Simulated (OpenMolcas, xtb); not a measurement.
**How methods differ on CH7FSi2 (SMILES F[SiH2]C[SiH3])**

CH7FSi2: 11 atoms, total charge 0, spin state singlet. As SMILES, `F[SiH2]C[SiH3]`. Geometry: relaxed at PBE0-D4/def2-TZVP. This is one conformer, not always the lowest.

Each level gives the HOMO–LUMO gap (eV). The values are calculated.

| level | kind | program | value (eV) |
| --- | --- | --- | --- |
| GFN2-xTB | semi-empirical | xtb | 5.83 |
| HF/6-31G* (spherical functions) | Hartree–Fock | OpenMolcas | 15.84 |
| SVWN5/6-31G* (spherical functions) | LDA | OpenMolcas | 7.05 |
| PBE/6-31G* (spherical functions) | GGA | OpenMolcas | 7.22 |
| revPBE/6-31G* (spherical functions) | GGA | OpenMolcas | 7.29 |
| TPSS/6-31G* (spherical functions) | meta-GGA | OpenMolcas | 7.60 |
| B3LYP/6-31G* (spherical functions) | global hybrid | OpenMolcas | 9.00 |
| B3LYP/6-31G* (Cartesian functions) | global hybrid | OpenMolcas | 8.97 |
| B2PLYP/6-31G* (spherical functions) | double hybrid | OpenMolcas | 11.83 |

The values span 5.83 to 15.84 eV. Orbital gaps aren't excitation energies, and those of double hybrids come from the SCF part alone; they tend to grow with the share of exact exchange.
